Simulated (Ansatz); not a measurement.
`[AlH2][O]C[SiH3]` and `[AlH2][O]C[SiH2][SiH3]` differ in one atom or group.

Ansatz, PBE0-D4/def2-TZVP geometries, multiplicity 1. Each molecule was computed in one conformer, which needn't be the lowest.

```
                                          property  `[AlH2][O]C[SiH3]`
                 HOMO energy (PBE/def2-TZVPP) / eV               -6.36
             HOMO–LUMO gap (B3LYP/def2-TZVPP) / eV                6.18
                HOMO energy (PBE0/def2-TZVPP) / eV               -7.67
size of the dipole moment (ωB97M-V/def2-TZVPP) / D                0.94
               HOMO–LUMO gap (PBE/def2-TZVPP) / eV                4.51
           HOMO–LUMO gap (ωB97M-V/def2-TZVPP) / eV               10.50
```

Q: Give the same properties after the change, and the shifts. (Best estimate.)

A: Computed: 
```csv
property,`[AlH2][O]C[SiH2][SiH3]`,shift
HOMO energy (PBE/def2-TZVPP) / eV,-6.28,0.08
HOMO–LUMO gap (B3LYP/def2-TZVPP) / eV,6.01,-0.17
HOMO energy (PBE0/def2-TZVPP) / eV,-7.52,0.15
size of the dipole moment (ωB97M-V/def2-TZVPP) / D,0.81,-0.13
HOMO–LUMO gap (PBE/def2-TZVPP) / eV,4.41,-0.10
HOMO–LUMO gap (ωB97M-V/def2-TZVPP) / eV,10.21,-0.29
```

Dipoles are sizes alone; their direction can turn.

B3LYP here is the variant with VWN-RPA as its local correlation; programs differ in this.
